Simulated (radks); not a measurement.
All-electron atom: the ytterbium ion Yb0.2+ in [Ar] 3d10 4s1.8 4p6 4d10 4f14 5s2 5p6 6s2 (fractional occupations, a model configuration). Method: scalar-relativistic Kohn-Sham, LDA (Slater exchange, Perdew-Wang correlation), spin-unpolarised, spherical densities, finite nucleus; Fermi nuclear charge, rms radius 5.3108 fm; computed with a radial shooting solver on a logarithmic mesh with Libxc functionals.

Unscreened Slater integrals over Kohn-Sham orbitals (cm^-1).

F0(6s,6s): 53248
F0(6s,4f): 69851
G3(6s,4f): 2262.6
F0(6s,5p): 67016
G1(6s,5p): 4908.0
F0(6s,5s): 68042
G0(6s,5s): 2425.9
F0(4f,4f): 269760
F2(4f,4f): 124700
F4(4f,4f): 77609
F6(4f,4f): 55664
F0(4f,5p): 165340
F2(4f,5p): 54902
G2(4f,5p): 29280
G4(4f,5p): 22188
F0(4f,5s): 189870
G3(4f,5s): 35084
F0(5p,5p): 137220
F2(5p,5p): 73246
F0(5p,5s): 148600
G1(5p,5s): 97885
F0(5s,5s): 164060
